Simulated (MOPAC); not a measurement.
MOPAC input (PM7):

```
PM7 PRECISE GNORM=0.05 LET XYZ GEO-OK AUX(PRECISION=9) THREADS=1
AuCl

Au   -0.00000000 1   -0.00000000 1   -0.39913200 1
Cl    0.00000000 1    0.00000000 1    1.85478800 1
```

Output:

```
 *******************************************************************************
 **                                                                           **
 **                              MOPAC v23.2.5                                **
 **                                                                           **
 *******************************************************************************
 ** MOPAC's Digital Object Identifier: https://doi.org/10.5281/zenodo.6511958 **
 **                                                                           **
 ** Please cite the open-source release paper for use of this MOPAC version:  **
 ** J. E. Moussa and J. J. P. Stewart (2026)                                  **
 ** MOPAC: An open-source semiempirical molecular orbital program             **
 ** J. Open Source Softw., 11(119), 8025, https://doi.org/10.21105/joss.08025 **
 *******************************************************************************

                              PM7 CALCULATION RESULTS

 *******************************************************************************
 *  PM7        - The PM7 Hamiltonian to be used
 *  GEO-OK     - OVERRIDE INTERATOMIC DISTANCE AND OTHER SAFETY CHECKS
 *  LET        - OVERRIDE SOME SAFETY CHECKS
 *  PRECISE    - TIGHTER CRITERIA TO BE USED
 *  XYZ        - CARTESIAN COORDINATE SYSTEM TO BE USED
 *  GNORM      - EXIT WHEN GRADIENT NORM DROPS BELOW 0.050
 *  AUX        - OUTPUT AUXILIARY INFORMATION
 *******************************************************************************
PM7 PRECISE GNORM=0.05 LET XYZ GEO-OK AUX(PRECISION=9) THREADS=1
 AuCl

   ATOM   CHEMICAL          X               Y               Z
  NUMBER   SYMBOL      (ANGSTROMS)     (ANGSTROMS)     (ANGSTROMS)

     1      Au         -0.00000000  *  -0.00000000  *  -0.39913200  *
     2      Cl          0.00000000  *   0.00000000  *   1.85478800  *

          CARTESIAN COORDINATES

    NO.       ATOM           X           Y           Z

     1        Au         -0.0000     -0.0000     -0.3991
     2        Cl          0.0000      0.0000      1.8548

 General Reference for PM7:
 "Optimization of Parameters for Semiempirical Methods VI: More Modifications to the
 NDDO Approximations and Re-optimization of Parameters", J. J. P. Stewart, J. Mol. Mod., 1:32, 19 (2013)
 https://link.springer.com/article/10.1007/s00894-012-1667-x

           Empirical Formula: Au Cl  =     2 atoms

      MOLECULAR POINT GROUP   :   C*v

      RHF CALCULATION, NO. OF DOUBLY OCCUPIED LEVELS = 9

          Geometry optimization using EF

          DIAGONAL MATRIX USED AS START HESSIAN

 CYCLE:     1  GRAD.:    74.473 HEAT:  58.31241
 CYCLE:     2  GRAD.:    49.812 HEAT:  57.27706
 CYCLE:     3  GRAD.:    10.216 HEAT:  54.78676
 CYCLE:     4  GRAD.:     2.113 HEAT:  54.70142
 CYCLE:     5  GRAD.:     0.063 HEAT:  54.69779
 CYCLE:     6  GRAD.:     0.000 HEAT:  54.69778

     GRADIENT =  0.00044 IS LESS THAN CUTOFF =  0.05000

 -------------------------------------------------------------------------------
 PM7 PRECISE GNORM=0.05 LET XYZ GEO-OK AUX(PRECISION=9) THREADS=1
 AuCl

     GEOMETRY OPTIMISED USING EIGENVECTOR FOLLOWING (EF).
     SCF FIELD WAS ACHIEVED

                              PM7 CALCULATION
                                                       MOPAC v23.2.5 Linux

          FINAL HEAT OF FORMATION =         54.69778 KCAL/MOL =     228.85553 KJ/MOL

          COSMO AREA              =         79.16 SQUARE ANGSTROMS
          COSMO VOLUME            =         60.72 CUBIC ANGSTROMS

          GRADIENT NORM           =          0.00044          =       0.00031 PER ATOM
          IONIZATION POTENTIAL    =         10.872304 EV
          HOMO LUMO ENERGIES (EV) =        -10.872 -1.492
          NO. OF FILLED LEVELS    =          9
          MOLECULAR WEIGHT        =        232.4195         POINT GROUP:  C*v

          MOLECULAR DIMENSIONS (Angstroms)

            Atom       Atom       Distance
           Cl     2   Au     1     2.39902
           Cl     2   Au     1     0.00000
           Au     1   Cl     2     0.00000

          SCF CALCULATIONS        =          7

   ATOM   CHEMICAL          X               Y               Z
  NUMBER   SYMBOL      (ANGSTROMS)     (ANGSTROMS)     (ANGSTROMS)

     1      Au          0.00000000  *   0.00000000  *  -0.47168255  *
     2      Cl          0.00000000  *  -0.00000000  *   1.92733855  *

                             CARTESIAN COORDINATES

   1   Au        0.000000000     0.000000000    -0.471682551
   2   Cl        0.000000000    -0.000000000     1.927338551

           Empirical Formula: Au Cl  =     2 atoms

      MOLECULAR POINT GROUP   :   C*v

                  EIGENVALUES
 -24.99147 -13.68346 -12.98936 -12.98936 -12.53275 -12.53275 -11.31898 -10.87230
 -10.87230  -1.49250  64.54087  64.54087  66.95973  71.29473  71.29473  73.68115
  75.73154  75.73154

              NET ATOMIC CHARGES AND DIPOLE CONTRIBUTIONS

  ATOM NO.   TYPE          CHARGE      No. of ELECS.   s-Pop       p-Pop       d-Pop
    1         Au           0.178849       10.8212     0.87520     0.01241     9.93355
    2         Cl          -0.178849        7.1788     1.97402     5.20099     0.00384
 DIPOLE           X         Y         Z       TOTAL
 POINT-CHG.    -0.000     0.000    -2.061     2.061
 HYBRID        -0.000    -0.000    -1.275     1.275
 SUM           -0.000    -0.000    -3.336     3.336

          ATOMIC ORBITAL ELECTRON POPULATIONS

     Atom    s        px        py        pz      x^2-y^2     xz        z^2       yz        xy
    1 Au   0.87520   0.00078   0.00078   0.01085   1.99984   1.99867   1.93652   1.99867   1.99984
    2 Cl   1.97402   1.99922   1.99922   1.20256   0.00016   0.00133   0.00085   0.00133   0.00016

 **********************
 *                    *
 * JOB ENDED NORMALLY *
 *                    *
 **********************

 == MOPAC DONE ==
```

The geometry given is a B3LYP-D3(BJ)/def2-TZVP minimum.
